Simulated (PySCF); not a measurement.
# From computed data to an observable: entropy of an ideal gas

H2Te, SMILES [TeH2].

The structure is a stationary point at PBE0-D3(BJ)/def2-TZVPD. The def2 effective core potentials stand for the cores of Te; spin–orbit coupling is left out.

PBE0-D3(BJ)/def2-TZVPD (PySCF) gives the harmonic wavenumbers 888, 2165, 2173 cm⁻¹ and the rotational temperatures 8.9722, 8.7209, 4.4224 K. The molar mass is 129.62 g/mol, the symmetry number 2, the spin multiplicity 1.

Q: Work out the entropy at 298.15 K and 1 atm in the rigid-rotor, harmonic-oscillator model.

A: 
Translation (Sackur–Tetrode at 1 atm): S = R[1.5 ln M + 2.5 ln T − 1.16487] = 169.4 J/(mol K).
Rotation: q = (√π/σ) T^1.5/√(θA θB θC) = 245, S = R[ln q + 3/2] = 58.2 J/(mol K).
Vibration: with u = 1.4388 ν/T, each mode gives R[u/(e^u − 1) − ln(1 − e^−u)]:
```
ν (cm⁻¹)  modes     u  S (J/(mol K))
--------  -----  ----  -------------
888           1  4.29           0.61
```
The stiffer modes add less than 0.005 each. Sum 0.6 J/(mol K).
Spin: R ln 1 = 0.0 J/(mol K).
Total 228.3 J/(mol K); the program's own thermochemistry gives 228.3. Translation makes up 74 % and vibration 0 %. Anharmonicity, hindered rotation and orbital degeneracy are left out.
